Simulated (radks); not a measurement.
Problem. Numerical settings for neutral iron, [Ar] 3d6 4s2. Method: non-relativistic Kohn-Sham, PBE, spin-unpolarised, spherical densities, point nucleus; computed with a radial shooting solver on a logarithmic mesh with Libxc functionals. The defaults (mesh step 0.008 in ln r, mesh end at 40 bohr or more with all orbitals vanishing there, Anderson mixing 0.5 over 9 steps, residual threshold near 1e-9 with the energy settled to 1e-9 hartree or 1e-11 of itself, here a cap of 81 iterations) give E = -1263.2954 hartree and 4s at -5.201 eV in 15 iterations. Run on one thread of a shared host, so times are rough (Arm Neoverse V1): 0.09 s of CPU time, 0.09 s wall, 15 iterations on 2669 mesh points. One setting is changed at a time: mesh step in ln r 0.03; mesh step in ln r 0.2; mesh step in ln r 0.003; mesh end (bohr) 12; mesh end (bohr) 8; residual threshold 0.1; residual threshold 1e-16; mixing 0.01; linear mixing, mixing 0.8; linear mixing, mixing 0.5; mixing history 2; iteration cap 5. Which runs fail to converge, and which converge to a wrong energy?

Solution. Not converged within the cap: mesh step in ln r 0.2; residual threshold 1e-16; linear mixing, mixing 0.8; iteration cap 5. Settings that end as converged yet miss the energy by more than 1 mhartree: mesh end (bohr) 8 (+0.00327 hartree).
